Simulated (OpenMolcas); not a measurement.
Computed levels of 2s2 2p in ions with 5 electrons, in cm-1 above 2P* 1/2.

```yaml
Program: OpenMolcas 26.06
Method: RASSCF
Basis: ANO-RCC-VQZP
Scalar_Hamiltonian: DKH2, point nucleus
Spin-orbit_coupling: RASSI with atomic mean-field integrals over the reference wave functions, term energies averaged over their components
```

Active space for each ion: 1 electron in 9 orbitals (RAS2 2p; RAS3 3s 3d, at most 1 electron).

```tsv
Level	B	C+	N2+	O3+	Ne5+
2P* 3/2	14.7	63.3	175	388	1307
```

Task: Estimate 2P* 3/2 for F4+ from its neighbours O3+ and Ne5+.

Result: 2P* 3/2 is fine structure, which grows about as the fourth power of a screened charge, so the fourth roots are averaged: ((388^0.25 + 1307^0.25) / 2)^4 = 746. The calculation gives 751, so the estimate is off by -0.7 %; the measured value is 746 (Moore, Atomic Energy Levels, vol. I, NSRDS-NBS 35 (1971 reprint of NBS Circular 467, 1949)).

With one active electron the reference holds no correlation, so core polarisation is missing. No level of 2s2 3d was computed, though it lies in the active space (holds for B). Measured partners are found by configuration, term and J. A level has none where our copy of the source lacks it or the pairing is in doubt (some pairs that miss far off the trend of their configuration count as doubtful), and it then counts in no deviation. Only configurations of the active space appear.

* marks odd parity.
